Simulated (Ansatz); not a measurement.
```yaml
crystal:
  periodic: [false, false, false]
  atoms:
    - {symbol: Br, position_ang: [-1.167692, 0.422085, -0.590464]}
    - {symbol: H, position_ang: [1.167692, -0.422085, 0.590464]}
basis:
  gaussian: {orbitals: def2-mTZVPP}
total_charge: 1
magnetization: {spin_polarized: true, initial_magnetization: 1}
hamiltonian: {xc: {name: revPBE}, dispersion: d4}
accuracy: high
output: {forces: true}
```

```sh
$ ansatz run in.yaml --threads 2 --pin off --events-out ev --progress --plain --max-ram 32768MiB --backend cpu
```

It prints (some lines left out):

```
Functional definition: revPBE
585 factors; integrals over basis functions are off by at most 4.1e-9 eV
mean field evaluation 1: about -70037.5484 eV, gradient 2.0e1 eV
mean field evaluation 2: about -70015.5105 eV, gradient 4.5e1 eV
mean field evaluation 4: about -70020.1522 eV, gradient 2.9e1 eV
mean field evaluation 8: about -70040.6939 eV, gradient 6.0e0 eV
mean field evaluation 16: about -70042.3015 eV, gradient 8.5e-6 eV
mean field -70042.30148645 eV, -2574.0071032499 hartree, gradient 1.4e-8 eV, S^2 1.220721; 5 other end points of the search recorded, 0 dependent functions left out
reference -70042.30148905 eV, -2574.0071033456 hartree; 18, 17 occupied and 23, 24 virtual orbitals, 585 factors
Total energy: -70042.31837889 eV, -2574.0077240357 hartree
Atom 0 at    -1.167692     0.422085    -0.590464 Å, force     0.703349    -0.254239     0.355661 eV/Å
Atom 1 at     1.167692    -0.422085     0.590464 Å, force    -0.703349     0.254239    -0.355661 eV/Å
Dipole moment:     0.741607    -0.268068     0.375007 e Å
```

Something in this input is off. What?

The coordinates are in bohr but typed as ångström. The run converged. The result belongs to that input, not to the molecule as meant.
